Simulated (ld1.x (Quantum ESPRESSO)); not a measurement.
An all-electron radial function and its pseudo partner (phosphorus (P))

Columns: radius, all-electron u(r) and pseudo u(r) of the 2p shell (level -124.89 eV) of phosphorus in the configuration [He] 2s2 2p6 3s1.75 3p3.25; PBE, non-relativistic, ultrasoft scheme, ld1.x (Quantum ESPRESSO) 7.5.

| r (bohr) | all-electron | pseudo |
| --- | --- | --- |
| 0.047 | 0.1671 | 0.0176 |
| 0.095 | 0.4887 | 0.0706 |
| 0.142 | 0.7985 | 0.1525 |
| 0.190 | 1.0519 | 0.2601 |
| 0.237 | 1.2257 | 0.3805 |
| 0.285 | 1.3318 | 0.5094 |
| 0.332 | 1.3770 | 0.6320 |
| 0.380 | 1.3765 | 0.7445 |
| 0.427 | 1.3425 | 0.8351 |
| 0.475 | 1.2838 | 0.9024 |
| 0.522 | 1.2112 | 0.9405 |
| 0.570 | 1.1279 | 0.9510 |
| 0.617 | 1.0422 | 0.9355 |
| 0.665 | 0.9539 | 0.8972 |
| 0.712 | 0.8691 | 0.8430 |
| 0.760 | 0.7860 | 0.7767 |
| 0.807 | 0.7090 | 0.7069 |
| 0.855 | 0.6357 | 0.6356 |
| 0.902 | 0.5693 | 0.5693 |
| 0.950 | 0.5071 | 0.5071 |
| 0.997 | 0.4516 | 0.4516 |
| 1.045 | 0.4003 | 0.4003 |
| 1.092 | 0.3551 | 0.3551 |
| 1.140 | 0.3137 | 0.3137 |
| 1.187 | 0.2775 | 0.2775 |
| 1.235 | 0.2445 | 0.2445 |

(1) How many radial nodes do the two functions have?

(2) At about which radius was the pseudo-wave matched?

(3) Is the pseudo-wave norm-conserving?

Results:

(1) The all-electron 2p function has n − l − 1 = 0; the pseudo-wave has 0.

(2) 0.95 bohr. The columns agree to 0.0005 from 0.85 bohr on; several derivatives are matched, so the curves merge somewhat inside the radius.

(3) No, it belongs to an ultrasoft set: the norm inside the radius is not constrained, and the difference is carried by the augmentation charge.
